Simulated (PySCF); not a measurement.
Atoms are numbered as in `[OH:1][Si@H:2]1[CH2:3][CH2:4][CH2:5][NH:6][CH2:7]1`. Hydrogens are named by the atom that carries them. Ha(C3), Ha(C4), Ha(C5), Ha(C7) are cis to O1 on the ring; Hb(C3), Hb(C4), Hb(C5), Hb(C7) are trans to O1 on the ring.

Calculated, not measured (PySCF 2.14.0 with density-fitted response routines): GIAO PBE0/pcSseg-1 shieldings, geometry: GFN2-xTB. In vacuum, single conformer, non-relativistic.

Scale: TMS for 13C and 1H and 29Si; 17O vs H2O; NH3 for 15N (reference shieldings calculated alike).

```json
{"atoms": "N6", "nucleus": "15N", "count": "1", "Hirshfeld charge": "-0.17", "δ (ppm)": "42.7"}
{"atoms": "H(Si2)", "nucleus": "1H", "count": "1", "Hirshfeld charge": "-0.10", "δ (ppm)": "4.84"}
{"atoms": "Hb(C4)", "nucleus": "1H", "count": "1", "Hirshfeld charge": "0.04", "δ (ppm)": "?"}
{"atoms": "Ha(C7)", "nucleus": "1H", "count": "1", "Hirshfeld charge": "0.04", "δ (ppm)": "?"}
{"atoms": "Hb(C3)", "nucleus": "1H", "count": "1", "Hirshfeld charge": "0.03", "δ (ppm)": "0.58"}
{"atoms": "H(O1)", "nucleus": "1H", "count": "1", "Hirshfeld charge": "0.18", "δ (ppm)": "0.80"}
{"atoms": "Hb(C7)", "nucleus": "1H", "count": "1", "Hirshfeld charge": "0.04", "δ (ppm)": "2.28"}
{"atoms": "H(N6)", "nucleus": "1H", "count": "1", "Hirshfeld charge": "0.10", "δ (ppm)": "-0.06"}
{"atoms": "Si2", "nucleus": "29Si", "count": "1", "Hirshfeld charge": "0.41", "δ (ppm)": "-19.2"}
{"atoms": "Hb(C5)", "nucleus": "1H", "count": "1", "Hirshfeld charge": "0.04", "δ (ppm)": "2.26"}
{"atoms": "Ha(C4)", "nucleus": "1H", "count": "1", "Hirshfeld charge": "0.03", "δ (ppm)": "1.58"}
{"atoms": "C7", "nucleus": "13C", "count": "1", "Hirshfeld charge": "-0.13", "δ (ppm)": "43.9"}
{"atoms": "Ha(C5)", "nucleus": "1H", "count": "1", "Hirshfeld charge": "0.04", "δ (ppm)": "?"}
{"atoms": "C5", "nucleus": "13C", "count": "1", "Hirshfeld charge": "-0.03", "δ (ppm)": "?"}
{"atoms": "Ha(C3)", "nucleus": "1H", "count": "1", "Hirshfeld charge": "0.04", "δ (ppm)": "?"}
{"atoms": "C4", "nucleus": "13C", "count": "1", "Hirshfeld charge": "-0.07", "δ (ppm)": "30.2"}
{"atoms": "O1", "nucleus": "17O", "count": "1", "Hirshfeld charge": "-0.31", "δ (ppm)": "?"}
{"atoms": "C3", "nucleus": "13C", "count": "1", "Hirshfeld charge": "-0.17", "δ (ppm)": "15.3"}
```

Question: Fill in the missing shifts.

Answer: 
- C5: 54.0 ppm, sp3 CH2 bonded to N; pulled downfield by the heteroatom
- Ha(C5): 3.24 ppm, hydrogen on an sp3 CH2 bonded to N; its carbon carries N, an electronegative neighbour
- Ha(C7): 2.66 ppm, hydrogen on an sp3 CH2 bonded to N and Si; its carbon carries N, which withdraws density
- Hb(C4): 1.86 ppm, hydrogen on an sp3 CH2 in a ring
- Ha(C3): 1.24 ppm, hydrogen on an sp3 CH2 bonded to Si
- O1: 16.9 ppm, oxygen bonded to Si, H

The OH or NH signal is concentration- and solvent-dependent in practice; the value given is the gas-phase one. Shifts are as computed. Against solution values, carbons near 30 ppm lie about +3 ppm off and those near 130 ppm about +5 ppm. Of 1309 compounds with measured shifts, 239 miss one by over three times the rms of a fit or turn the order of signals round; such compounds aren't used in these exercises. Experimental scales use liquid or dissolved standards, which lie at an offset from isolated NH3 (liquid NH3: subtract about 20 ppm) and H2O (liquid H2O: subtract about 36 ppm).
